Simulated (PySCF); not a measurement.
(1R)-1-chloro-1-fluoro-2-methylpropane (C₄H₈ClF), SMILES CC(C)[C@H](F)Cl.

Geometry: PBE0-D3(BJ)/def2-SVP. One conformer was computed; it need not be the lowest.

Calculation: TDDFT-ωB97X/def2-SVPD (PySCF).

Vertical excitations. The molecule is in vacuum.

Problem. List the lowest excited states. (Estimate from the structure and the level; the computed values follow.)

Solution. 
```tsv
state	energy (eV)	λ (nm)	f	main pairs
S1	7.69	161	0.002	HOMO→LUMO+1 58 %, HOMO→LUMO 17 %
S2	8.06	154	0.002	HOMO−1→LUMO+1 60 %, HOMO−1→LUMO 17 %
S3	9.06	137	0.032	HOMO→LUMO 53 %, HOMO→LUMO+1 14 %, HOMO→LUMO+4 12 %, HOMO→LUMO+3 8 %
S4	9.50	130	0.066	HOMO−1→LUMO 53 %, HOMO−1→LUMO+4 21 %
S5	9.71	128	0.073	HOMO−2→LUMO 36 %, HOMO−2→LUMO+1 15 %, HOMO−4→LUMO+1 9 %
S6	9.78	127	0.040	HOMO→LUMO+2 15 %, HOMO−4→LUMO+1 12 %, HOMO−2→LUMO 7 %, HOMO→LUMO+1 6 %
S7	9.86	126	0.020	HOMO−2→LUMO+1 47 %, HOMO−2→LUMO 26 %
S8	9.94	125	0.122	HOMO→LUMO+4 26 %, HOMO−4→LUMO 17 %, HOMO→LUMO+1 7 %, HOMO−2→LUMO 7 %
S9	10.02	124	0.009	HOMO→LUMO+2 32 %, HOMO−4→LUMO+1 14 %, HOMO→LUMO+8 7 %, HOMO−3→LUMO+1 6 %
S10	10.17	122	0.029	HOMO→LUMO+3 30 %, HOMO−3→LUMO 18 %, HOMO→LUMO+5 10 %, HOMO−4→LUMO+1 7 %
T1	7.01	177	0	HOMO→LUMO+1 54 %, HOMO→LUMO 15 %
T2	7.30	170	0	HOMO−1→LUMO+1 55 %, HOMO−1→LUMO 16 %
T3	8.61	144	0	HOMO−2→LUMO+1 28 %, HOMO−5→LUMO+1 16 %, HOMO−2→LUMO 9 %, HOMO−2→LUMO+4 5 %
T4	8.93	139	0	HOMO→LUMO 51 %, HOMO→LUMO+1 13 %, HOMO→LUMO+4 11 %, HOMO→LUMO+3 9 %
```
Triplets are in the Tamm–Dancoff approximation, which puts them higher than full response would, so one can lie above its singlet here.
